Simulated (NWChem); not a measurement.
Species: MgF cation; SMILES [F][Mg+]

Results from NWChem. Pople sets run with spherical d functions. Geometry: optimised at PBE-D3(BJ)/def2-SVP.

**Question.** Taking PBE/6-311++G** as the yardstick, which of these has the fewest basis functions while keeping “highest occupied level (eV)” within 0.05 eV of it: PBE/6-31G*; PBE/6-311G**; PBE/3-21G; PBE/STO-3G; PBE/6-31+G*?

**Answer.** none of them.
```csv
level,basis functions,highest occupied level (eV)
PBE/STO-3G,14,-8.79
PBE/3-21G,22,-13.10
PBE/6-31G*,32,-13.45
PBE/6-31+G*,40,-13.74
PBE/6-311G**,44,-13.68
PBE/6-311++G**,52,-13.83
```

The yardstick is one finite set, not the basis-set limit.
